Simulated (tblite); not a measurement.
Species: C7H8N2.
Geometry (GFN2-xTB, Å), atoms numbered from 1 in this order:
```
atom  x, y, z in Å
N1     2.627    2.678    0.540
C2     2.418    1.587    0.242
C3     2.121    0.283   -0.081
N4     2.365   -0.728   -0.802
C5     1.279   -0.892    0.187
C6    -0.156   -0.930   -0.261
C7    -0.638    0.197   -1.191
C8    -1.829    0.448   -0.254
C9    -1.192   -0.481    0.791
H10    1.512   -1.500    1.057
H11   -0.376   -1.922   -0.662
H12    0.054    1.039   -1.231
H13   -0.878   -0.101   -2.209
H14   -1.975    1.479    0.058
H15   -2.766    0.062   -0.648
H16   -1.833   -1.265    1.187
H17   -0.739    0.059    1.621
```

All values are computed: GFN2-xTB (tblite) harmonic vibrations without scaling, gas phase. Errors from tens to a few hundred cm⁻¹ against measured bands are possible. One conformer, not necessarily the lowest.

Harmonic wavenumbers (cm⁻¹): 42.0, 56.3, 99.1, 189.8, 201.8, 264.6, 429.6, 473.5, 517.9, 606.5, 674.4, 698.0, 798.1, 818.9, 893.6, 988.9, 996.9, 1000.0, 1037.7, 1041.5, 1077.0, 1099.5, 1125.4, 1186.2, 1194.1, 1217.5, 1241.9, 1249.6, 1253.8, 1262.1, 1316.1, 1335.6, 1472.7, 1476.2, 1493.4, 1837.8, 2329.9, 2955.0, 2979.1, 3000.7, 3002.5, 3016.4, 3020.9, 3022.7, 3028.5.

A = 2794, B = 1192, C = 988.6 MHz; mass 120.069 u (most abundant isotopes); point group C1, symmetry number 1.

**Question.** Zero-point energy?

**Answer.** Half the sum of the wavenumbers: 29512 cm⁻¹ = 84.38 kcal/mol.

**Question.** Give the ideal-gas entropy at 298.15 K and 1 bar in the rigid-rotor, harmonic-oscillator model (classical rotation).

**Answer.** Translation 40.29, rotation 28.97, vibration 24.01: S = 93.3 cal/(mol K).

**Question.** And Cp and H(298.15 K) − H(0)?

**Answer.** Cp = 32.23 cal/(mol K), of which vibrations give 24.28 (their classical limit is 45 R = 89.4); H(298.15 K) − H(0) = 5.97 kcal/mol without the zero-point energy, 3.60 from vibrations.

**Question.** What must be added to the electronic energy to get the Gibbs energy at 298.15 K and 1 bar?

**Answer.** ZPE + [H(298.15 K) − H(0)] − T·S = 84.38 + 5.97 − 27.81 = 62.54 kcal/mol.

**Question.** Which modes carry the vibrational entropy at 298.15 K?

**Answer.** 42.0 cm⁻¹: 5.16; 56.3 cm⁻¹: 4.58; 99.1 cm⁻¹: 3.47; 189.8 cm⁻¹: 2.23; 201.8 cm⁻¹: 2.12; 264.6 cm⁻¹: 1.63 cal/(mol K); the other 39 give 4.81 together.

**Question.** How do the functions run with temperature in this model?

**Answer.** 
```
 T (K)  S (cal/(mol K))  Cp (cal/(mol K))  H − H(0) (kcal/mol)  G − H(0) (kcal/mol)  ln q(vib)
    50             58.6              12.9                 0.51                -2.42       0.64
   100             68.7              16.6                 1.25                -5.62       1.80
373.15            101.3              39.2                 8.65               -29.13       7.53
   500            114.3              49.7                14.32               -42.81      10.16
   750            137.4              64.3                28.71               -74.34      15.33
  1000            157.2              73.5                46.02              -111.23      20.28
```

q(vib) and H(0) count from the zero-point level.

Hindered rotation and anharmonicity are outside this model. Other conformers, if any are populated, would add a mixing term that is left out. The structure is chiral; the term R ln 2 for an equal mix with its mirror image is left out.
